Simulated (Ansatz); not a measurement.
Isolated molecules relaxed with PBE0-D4/def2-TZVP in Ansatz; ΔE leaves out vibrations. CCSD(T)/CBS adds triple-zeta CCSD(T) − MP2 to the extrapolated MP2 energy (def2 sets, frozen cores). Functionals use def2-TZVPP. For Br, Ge outer-core shells are correlated without core-valence functions, which leaves a few kJ/mol of doubt a bond. Scalar relativity is left out up to krypton. One conformer a species, not always the lowest.

Consider the formal exchange of groups at a Ge–B bond: `N[B]([GeH3])CF` + `C=CBr` → `[GeH3]/[CH]=C\Br` + `NBCF`.

`N[B]([GeH3])CF`:

Cartesian coordinates in Å:
```
N 1.637 0.363 0.270
B 0.273 0.211 0.055
Ge -0.523 -1.683 -0.188
C -0.650 1.491 -0.001
F -1.987 1.174 -0.220
H 2.091 1.254 0.397
H 2.273 -0.414 0.315
H 0.592 -2.751 -0.093
H -1.567 -2.019 0.890
H -1.202 -1.858 -1.558
H -0.598 2.060 0.937
H -0.338 2.171 -0.805
```

`C=CBr`:

Z-matrix (Å, degrees):
```
C
C 1 1.319
H 1 1.084 2 119.4
H 1 1.083 2 122.5 3 180.0
Br 2 1.881 1 123.4 3 180.0
H 2 1.082 1 124.1 3 -0.0
```

`[GeH3]/[CH]=C\Br`:

```xyz
9

Ge   -0.488    0.770    0.989
C     0.387    0.239   -0.664
C     0.530   -1.002   -1.096
Br   -0.106   -2.511   -0.159
H    -0.418    2.303    1.082
H    -1.957    0.322    0.979
H     0.231    0.148    2.194
H     0.801    1.015   -1.304
H     1.020   -1.283   -2.020
```

`NBCF`:

Z-matrix (Å, degrees):
```
C
B 1 1.572
F 1 1.398 2 112.4
H 1 1.097 2 111.3 3 120.7
H 1 1.097 2 111.3 3 -120.7
N 2 1.382 1 119.5 3 0.0
H 2 1.199 1 120.1 3 180.0
H 6 1.004 2 124.1 1 180.0
H 6 1.008 2 121.3 1 -0.0
```

```json
{"level": "PBE0", "ΔE (kcal/mol)": "-0.5"}
{"level": "HF/CBS(def2)", "ΔE (kcal/mol)": "-2.4"}
```

**Question.** What does CCSD(T)/CBS give? (Estimate.)

**Answer.** Ansatz gave: -1.9 kcal/mol. The listed levels differ from it by 1.4, -0.5 kcal/mol.

Largest T1 diagnostic among the species: 0.012.
